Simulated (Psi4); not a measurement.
O$_{2}$ (SMILES O=O), triplet, geometry from GFN2-xTB; HF/6-31G** in Psi4.

Input for Psi4:
```
memory 2 GB

molecule {
0 3
  O    -0.00000000   -0.00000000   -0.60491107
  O     0.00000000    0.00000000    0.60491107
}

set basis 6-31g**
set reference uhf
set df_basis_scf cc-pvqz-jkfit

energy('scf')
print_variables()
```

The log (banner, timings and long lists left out):

```
   => Loading Basis Set <=

    Name: 6-31G**
    Role: ORBITAL
    Keyword: BASIS

         ---------------------------------------------------------
                                   SCF
               by Justin Turney, Rob Parrish, Andy Simmonett
                          and Daniel G. A. Smith
                              UHF Reference
         ---------------------------------------------------------

  ==> Geometry <==

    Molecular point group: d2h
    Full point group: D_inf_h

    Geometry (in Angstrom), charge = 0, multiplicity = 3:

       Center              X                  Y                   Z               Mass
    ------------   -----------------  -----------------  -----------------  -----------------
         O            0.000000000000     0.000000000000    -0.604911070000    15.994914619570
         O            0.000000000000     0.000000000000     0.604911070000    15.994914619570

  Running in d2h symmetry.

  Rotational constants: A = ************  B =      1.44013  C =      1.44013 [cm^-1]
  Rotational constants: A = ************  B =  43173.99262  C =  43173.99262 [MHz]
  Nuclear repulsion =   27.993653251278744

  Charge       = 0
  Multiplicity = 3
  Electrons    = 16
  Nalpha       = 9
  Nbeta        = 7

  ==> Algorithm <==

  SCF Algorithm Type is DF.
  DIIS enabled.
  MOM disabled.
  Fractional occupation disabled.
  Guess Type is SAD.
  Energy threshold   = 1.00e-06
  Density threshold  = 1.00e-06
  Integral threshold = 1.00e-12

  ==> Primary Basis <==

  Basis Set: 6-31G**
    Blend: 6-31G**
    Number of shells: 12
    Number of basis functions: 30
    Number of Cartesian functions: 30
    Spherical Harmonics?: false
    Max angular momentum: 2

   => Loading Basis Set <=

    Name: CC-PVQZ-JKFIT
    Role: JKFIT
    Keyword: DF_BASIS_SCF

  ==> Integral Setup <==

  SCF_SUBTYPE=INCORE selected. In-core MEM_DF algorithm will be used.
  Using in-core AOs.

  ==> MemDFJK: Density-Fitted J/K Matrices <==

    J tasked:                   Yes
    K tasked:                   Yes
    wK tasked:                   No
    Algorithm:                 Core
    Schwarz Cutoff:           1E-12
    Mask sparsity (%):       0.0000
    Fitting Condition:        1E-10

   => Auxiliary Basis Set <=

  Basis Set: CC-PVQZ-JKFIT
    Blend: CC-PVQZ-JKFIT
    Number of shells: 56
    Number of basis functions: 284
    Number of Cartesian functions: 284
    Spherical Harmonics?: false
    Max angular momentum: 5

  Minimum eigenvalue in the overlap matrix is 1.2208656631E-02.
  Reciprocal condition number of the overlap matrix is 3.1120107699E-03.
    Using symmetric orthogonalization.

  ==> Pre-Iterations <==

  SCF Guess: Superposition of Atomic Densities via on-the-fly atomic UHF (no occupation information).

   -------------------------
    Irrep   Nso     Nmo
   -------------------------
     Ag         8       8
     B1g        1       1
     B2g        3       3
     B3g        3       3
     Au         1       1
     B1u        8       8
     B2u        3       3
     B3u        3       3
   -------------------------
    Total      30      30
   -------------------------

  ==> Iterations <==

                           Total Energy        Delta E     RMS |[F,P]|

   @DF-UHF iter SAD:  -148.83214817516759   -1.48832e+02   0.00000e+00
   @DF-UHF iter   1:  -149.57219880947414   -7.40051e-01   2.18856e-02 DIIS/ADIIS
   @DF-UHF iter   2:  -149.60931435734841   -3.71155e-02   6.62525e-03 DIIS/ADIIS
   @DF-UHF iter   3:  -149.61341328441463   -4.09893e-03   2.62512e-03 DIIS/ADIIS
   @DF-UHF iter   4:  -149.61436443472454   -9.51150e-04   6.13791e-04 DIIS/ADIIS
   @DF-UHF iter   5:  -149.61441414327268   -4.97085e-05   1.44947e-04 DIIS/ADIIS
   @DF-UHF iter   6:  -149.61441704324369   -2.89997e-06   1.05039e-05 DIIS
   @DF-UHF iter   7:  -149.61441705601806   -1.27744e-08   1.68676e-06 DIIS
   @DF-UHF iter   8:  -149.61441705632720   -3.09143e-10   2.63897e-07 DIIS
  Energy and wave function converged.

  ==> Post-Iterations <==

   @Spin Contamination Metric:   3.482006312E-02
   @S^2 Expected:                2.000000000E+00
   @S^2 Observed:                2.034820063E+00
   @S   Expected:                1.000000000E+00
   @S   Observed:                1.000000000E+00

    Orbital Energies [Eh]
    ---------------------

    Alpha Occupied:

       1Ag   -20.766288     1B1u  -20.765634     2Ag    -1.714813
       2B1u   -1.200939     1B2u   -0.838094     1B3u   -0.838094
       3Ag    -0.760791     1B3g   -0.552776     1B2g   -0.552776

    Alpha Virtual:

       3B1u    0.426849     4Ag     0.865867     4B1u    0.956275
       2B3u    1.019877     2B2u    1.019877     5Ag     1.099597
       2B2g    1.134209     2B3g    1.134209     5B1u    1.503670
       3B3u    1.753684     3B2u    1.753684     1B1g    1.774221
       6Ag     1.774221     1Au     2.174462     6B1u    2.174462
       7Ag     2.750280     3B2g    2.867018     3B3g    2.867018
       7B1u    3.150506     8Ag     3.543062     8B1u    3.879904

    Beta Occupied:

       1Ag   -20.712531     1B1u  -20.711360     2Ag    -1.584445
       2B1u   -0.992718     3Ag    -0.698354     1B2u   -0.575134
       1B3u   -0.575134

    Beta Virtual:

       1B3g    0.113339     1B2g    0.113339     3B1u    0.502894
       4Ag     0.881409     4B1u    0.984123     5Ag     1.113119
       2B3u    1.132626     2B2u    1.132626     2B2g    1.258576
       2B3g    1.258576     5B1u    1.536460     3B3u    1.818065
       3B2u    1.818065     1B1g    1.849536     6Ag     1.849536
       1Au     2.289772     6B1u    2.289772     7Ag     2.803989
       3B2g    2.925692     3B3g    2.925692     7B1u    3.181904
       8Ag     3.596964     8B1u    3.926310

    Final Occupation by Irrep:
             Ag   B1g   B2g   B3g    Au   B1u   B2u   B3u
    DOCC [     3,    0,    0,    0,    0,    2,    1,    1 ]
    SOCC [     0,    0,    1,    1,    0,    0,    0,    0 ]
    NA   [     3,    0,    1,    1,    0,    2,    1,    1 ]
    NB   [     3,    0,    0,    0,    0,    2,    1,    1 ]

  @DF-UHF Final Energy:  -149.61441705632720

   => Energetics <=

    Nuclear Repulsion Energy =             27.9936532512787437
    One-Electron Energy =                -261.3762615348177292
    Two-Electron Energy =                  83.7681912272117870
    Total Energy =                       -149.6144170563271985

  UHF NO Occupations:
  HONO-2 :    1B3u 1.9933119
  HONO-1 :    1B2g 1.0000000
  HONO-0 :    1B3g 1.0000000
  LUNO+0 :    2B3u 0.0066881
  LUNO+1 :    2B2u 0.0066881
  LUNO+2 :    3B1u 0.0030763
  LUNO+3 :    4 Ag 0.0009053

Computation Completed

Properties will be evaluated at   0.000000,   0.000000,   0.000000 [a0]

Properties computed using the SCF density matrix

 Multipole Moments:

 ------------------------------------------------------------------------------------
     Multipole            Electronic (a.u.)      Nuclear  (a.u.)        Total (a.u.)
 ------------------------------------------------------------------------------------

 L = 1.  Multiply by 2.5417464519 to convert [e a0] to [Debye]
 Dipole X            :          0.0000000            0.0000000            0.0000000
 Dipole Y            :          0.0000000            0.0000000            0.0000000
 Dipole Z            :          0.0000000            0.0000000            0.0000000
 Magnitude           :                                                    0.0000000

 ------------------------------------------------------------------------------------

  Variable Map:
  ----------------------------------------------------------------------------
  "CURRENT ENERGY"           =>    -149.614417056327
  "CURRENT REFERENCE ENERGY" =>    -149.614417056327
  "DD SOLVATION ENERGY"      =>       0.000000000000
  "HF KINETIC ENERGY"        =>     148.989469172211
  "HF POTENTIAL ENERGY"      =>    -298.603886228538
  "HF TOTAL ENERGY"          =>    -149.614417056327
  "HF VIRIAL RATIO"          =>       2.004194577560
  "NUCLEAR REPULSION ENERGY" =>      27.993653251279
  "ONE-ELECTRON ENERGY"      =>    -261.376261534818
  "PCM POLARIZATION ENERGY"  =>       0.000000000000
  "PE ENERGY"                =>       0.000000000000
  "SCF ITERATION ENERGY"     =>    -149.614417056327
  "SCF ITERATIONS"           =>       8.000000000000
  "SCF TOTAL ENERGY"         =>    -149.614417056327
  "TWO-ELECTRON ENERGY"      =>      83.768191227212

  Array Variable Map:
  ----------------------------------------------------------------------------
  "CURRENT DIPOLE"           =>       0.000000000000 ... 0.000000000000 1 by 3
  "SCF DIPOLE"               =>       0.000000000000 ... 0.000000000000 1 by 3
  "SCF TOTAL ENERGIES"       =>    -148.832148175168 ... -149.614417056327 1 by 9
```
